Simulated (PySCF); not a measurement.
Species: C₆H₉FSi.
SMILES with atom numbers: `[CH3:1][C:2]#[C:3][Si@H:4]1[CH2:5][C@@H:6]([F:7])[CH2:8]1` (hydrogens: H9, H10, H11 on C1; H12 on Si4; H13, H14 on C5; H15 on C6; H16, H17 on C8)

The geometry is computed with GFN2-xTB (gas phase).

Question: List the bond lengths, angles and torsions at this level.

Answer: 
| bond | length (Å) | order |
| --- | --- | --- |
| C1–C2 | 1.443 | single |
| C2≡C3 | 1.206 | triple |
| C3–Si4 | 1.838 | single |
| Si4–C5, Si4–C8 | 1.915 | single |
| C5–C6, C6–C8 | 1.533 | single |
| C6–F7 | 1.381 | single |
| C1–H9, C1–H10, C1–H11 | 1.090 | single |
| Si4–H12 | 1.465 | single |
| C5–H13, C8–H17 | 1.087 | single |
| C5–H14, C8–H16 | 1.088 | single |
| C6–H15 | 1.095 | single |

Bonds in one row agree within 0.01 Å and their mean is given. Orders are formal, as drawn. A selection of angles:
| angle | degrees |
| --- | --- |
| C2–C1–H9 | 109.9 |
| H9–C1–H10 | 109.0 |
| C1–C2–C3 | 180.0 |
| C2–C3–Si4 | 179.7 |
| C3–Si4–C5 | 116.5 |
| C3–Si4–H12 | 112.3 |
| C5–Si4–C8 | 76.1 |
| C5–Si4–H12 | 115.6 |
| Si4–C5–C6 | 90.2 |
| Si4–C5–H13 | 120.3 |
| Si4–C5–H14 | 113.3 |
| C6–C5–H13 | 114.1 |
| C6–C5–H14 | 110.0 |
| H13–C5–H14 | 107.8 |
| C5–C6–F7 | 112.9 |
| C5–C6–C8 | 100.7 |
| C5–C6–H15 | 112.5 |
| F7–C6–H15 | 105.6 |
| C8–C6–H15 | 112.5 |

Dihedral angles: C3–Si4–C5–C6 124° (anticlinal); Si4–C5–C6–F7 -135° (anticlinal); C5–C6–C8–Si4 14° (synperiplanar); C3–Si4–C8–C6 -124° (anticlinal).

The C–Si distances run from 1.838 Å (C3–Si4, drawn single) to 1.916 Å (Si4–C5, drawn single), a spread of 0.078 Å. The 4-membered ring Si4–C5–C6–C8 has internal angles of 76.1° to 100.7°; it is puckered, 0.09 Å rms from its mean plane, widest ring torsion 14°. The 4 C–C bonds span 1.206 Å (C2≡C3, drawn triple) to 1.533 Å (C5–C6, drawn single), a spread of 0.327 Å. Si4 (SiH silicon) has angles from 76.1° to 116.5°.

Point group: near Cs, missed by 0.24 Å at most; the miss may be what the optimiser left on a soft mode. Stationary, but not proved a minimum. One conformer, not necessarily the lowest.
